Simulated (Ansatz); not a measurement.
Program: Ansatz. Geometries: PBE0-D4/def2-TZVP. ΔE: electronic, gas phase. CCSD(T)/CBS is the MP2 limit (def2-TZVPP, def2-QZVPP) plus CCSD(T) − MP2 in def2-TZVPP, frozen cores. This one scheme is used for every species. Functionals use def2-TZVPP. HSE06 is defined as in plane-wave codes. For Ge outer-core shells are correlated without core-valence functions, which leaves a few kJ/mol of doubt a bond. Scalar relativity is left out up to krypton. Each species was taken in one conformer, which may not be the lowest.

Reaction (cleavage of the Ge–Ge bond): `[OH][Ge]([GeH3])([GeH3])[GeH3]` + `O[SiH](O)F` → `O[SiH](F)[O][GeH3]` + `[OH][GeH]([GeH3])[GeH3]`

`[OH][Ge]([GeH3])([GeH3])[GeH3]`:

Cartesian coordinates in Å:
```
O 0.309 0.483 2.139
Ge 0.047 0.118 0.394
Ge 2.187 -0.435 -0.637
Ge -0.883 2.178 -0.486
Ge -1.510 -1.748 0.191
H 0.679 -0.264 2.616
H 3.143 0.767 -0.593
H 1.971 -0.848 -2.104
H 2.841 -1.613 0.109
H -2.205 2.513 0.222
H -1.155 1.994 -1.989
H 0.108 3.337 -0.298
H -2.893 -1.369 0.747
H -0.980 -2.962 0.976
H -1.659 -2.149 -1.286
```

`O[SiH](O)F`:

```xyz
7

O    -0.819   -0.508    0.959
Si   -0.062    0.025   -0.382
O     0.825    1.323    0.003
F     0.844   -1.167   -0.935
H    -1.115   -1.418    0.987
H    -0.966    0.416   -1.472
H     1.293    1.329    0.839
```

`O[SiH](F)[O][GeH3]`:

Z-matrix (Å, degrees):
```
Si
F 1 1.596
O 1 1.604 2 111.1
O 1 1.633 2 108.1 3 118.5
H 1 1.472 2 106.4 3 -119.7
Ge 3 1.786 1 134.6 2 87.5
H 4 0.958 1 118.8 2 42.5
H 6 1.534 3 107.6 1 81.0
H 6 1.535 3 108.6 1 -40.1
H 6 1.532 3 104.9 1 -159.8
```

`[OH][GeH]([GeH3])[GeH3]`:

```xyz
12

O     1.376   -1.641    0.359
Ge    0.618   -0.014    0.436
Ge    0.816    0.833   -1.826
Ge   -1.684   -0.229    1.198
H     1.475   -2.039    1.227
H     1.418    0.855    1.439
H     0.204    2.243   -1.891
H     0.049   -0.083   -2.791
H     2.290    0.905   -2.251
H    -1.733   -0.993    2.533
H    -2.519   -0.997    0.161
H    -2.310    1.161    1.406
```

Q: Is it downhill or uphill in electronic energy at CCSD(T)/CBS, and by how much? (An estimate is asked.)

A: Ansatz gave: Nearly level: ΔE = +0.5 kcal/mol.

Q: What do these levels give: r2SCAN-D4, r2SCANh, HSE06, CAM-B3LYP, MP2/def2-QZVPP, HF/CBS(def2)? (An estimate is asked.)

A: The calculation gave: r2SCAN-D4 0.8, r2SCANh 0.5, HSE06 1.9, CAM-B3LYP -2.5, MP2/def2-QZVPP 0.4, HF/CBS(def2) -8.2 kcal/mol.

Largest T1 diagnostic among the species: 0.012.

At CCSD(T), def2-SVP lies −4.0 kcal/mol from the extrapolated value and def2-TZVPP −1.0 kcal/mol. From PBE to PBE0 (25 % exact exchange), in def2-TZVPP and without D4, ΔE moves by −1.2 kcal/mol. The D4 term adds +1.0 kcal/mol with B3LYP and +0.6 kcal/mol with PBE0; it sums over pairs of atoms, weighted by their polarisabilities, and B3LYP, whose exchange is more repulsive, gets the larger term.

B3LYP here is the variant with VWN-RPA as its local correlation; programs differ in this.
